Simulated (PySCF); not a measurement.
**Worked example: entropy of an ideal gas**

Sn(SH)2 (H₂S₂Sn), SMILES [SH][Sn][SH] (connectivity only; charge and spin as stated), neutral, multiplicity 1.

Geometry: B3LYP-D3(BJ)/def2-SVP. The def2 effective core potentials stand for the cores of Sn; spin–orbit coupling is left out. One conformer was computed; it need not be the lowest.

B3LYP-D3(BJ)/def2-SVP (PySCF) gives the harmonic wavenumbers 110, 246, 326, 333, 334, 619, 707, 2661, 2662 cm⁻¹ and the rotational temperatures 0.1967, 0.1112, 0.0710 K. The molar mass is 184.85 g/mol, the symmetry number 2, the spin multiplicity 1.

Work out the entropy at 298.15 K and 1 atm in the rigid-rotor, harmonic-oscillator model.


Translation (Sackur–Tetrode at 1 atm): S = R[1.5 ln M + 2.5 ln T − 1.16487] = 173.8 J/(mol K).
Rotation: q = (√π/σ) T^1.5/√(θA θB θC) = 116000, S = R[ln q + 3/2] = 109.4 J/(mol K).
Vibration: with u = 1.4388 ν/T, each mode gives R[u/(e^u − 1) − ln(1 − e^−u)]:
| ν (cm⁻¹) | modes | u | S (J/(mol K)) |
|---|---|---|---|
| 110 | 1 | 0.53 | 13.68 |
| 246 | 1 | 1.19 | 7.36 |
| 326 | 1 | 1.57 | 5.35 |
| 333 | 1 | 1.61 | 5.21 |
| 334 | 1 | 1.61 | 5.19 |
| 619 | 1 | 2.99 | 1.75 |
| 707 | 1 | 3.41 | 1.25 |
The stiffer modes add less than 0.005 each. Sum 39.8 J/(mol K).
Spin: R ln 1 = 0.0 J/(mol K).
Total 323.0 J/(mol K); the program's own thermochemistry gives 323.1. Translation makes up 54 % and vibration 12 %. Anharmonicity, hindered rotation and orbital degeneracy are left out.
